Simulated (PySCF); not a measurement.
C₂H₅AlClF, SMILES [CH2]([Al]([F])[Cl])C. Heavy atoms are numbered as in [Al:1]([F:2])([Cl:3])[CH2:4][CH3:5]. Hydrogens are named by the atom that carries them.

Geometry: B3LYP-D3(BJ)/def2-SVP. The structure was generated by enumeration; whether it is a known compound was not checked. One conformer was computed; it need not be the lowest.

Calculation: PBE/pcSseg-1 (PySCF).

GIAO shieldings, no solvent; atoms alike by connectivity are averaged. δ = σ(ref) − σ: ¹⁹F against CFCl3 (σ = 133.6 ppm); ³⁵Cl against HCl (σ = 936.5 ppm); ¹³C against TMS (σ = 182.0 ppm); ¹H against TMS (σ = 31.49 ppm), references at their B3LYP-D3(BJ)/def2-TZVP geometries, non-relativistic (without spin–orbit terms, shifts of atoms bonded to Cl or Br come out too high).

```json
[
 {"nucleus": "¹⁹F", "atoms": "F2", "count": "1", "δ (ppm)": "-151.4"},
 {"nucleus": "³⁵Cl", "atoms": "Cl3", "count": "1", "δ (ppm)": "35.0"},
 {"nucleus": "¹³C", "atoms": "C5 (CH3)", "count": "1", "δ (ppm)": "12.6"},
 {"nucleus": "¹³C", "atoms": "C4 (CH2)", "count": "1", "δ (ppm)": "5.9"},
 {"nucleus": "¹H", "atoms": "H on C5", "count": "3", "δ (ppm)": "1.44"},
 {"nucleus": "¹H", "atoms": "H on C4", "count": "2", "δ (ppm)": "0.92"}
]
```
